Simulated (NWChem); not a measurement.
HfF$_{4}$; SMILES [F][Hf]([F])([F])[F]

Results from NWChem. Medium grid unless said otherwise, to which SCAN and Minnesota functionals are sensitive. Structure relaxed at the PBE0/def2-SVP level. Not confirmed as a minimum by frequencies. def2 effective core potentials on Hf; no spin-orbit coupling. Hybrids' shares of exact exchange are those that their runs print; pure functionals count as 0. The functionals differ in more than this share.

```csv
row,share of exact exchange,highest occupied level (eV)
PBE/def2-SVP,0.00,-9.89
M06-L/def2-SVP,0.00,-10.41
B3LYP/def2-SVP,0.20,-11.66
B97-2/def2-SVP,0.21,-11.72
MPW1K/def2-SVP,0.43,-13.67
M05-2X/def2-SVP,0.56,withheld
```

Fit a straight line of the last column on the one before it, predict the withheld value, and compare with the run.


1. Means of the 5 shown rows: x = 0.168, y = -11.470. Slope Σ(x − x̄)(y − ȳ)/Σ(x − x̄)² = -1.036/0.1279 = -8.105; intercept -10.108.
2. The shown rows scatter about the line by 0.177 (root mean square); the largest residual is -0.30, at M06-L/def2-SVP.
3. At x = 0.56 (M05-2X/def2-SVP; beyond the shown range) the line gives -14.65.
4. The run gives -14.21, +0.44 from the line, 2.5 times the scatter.
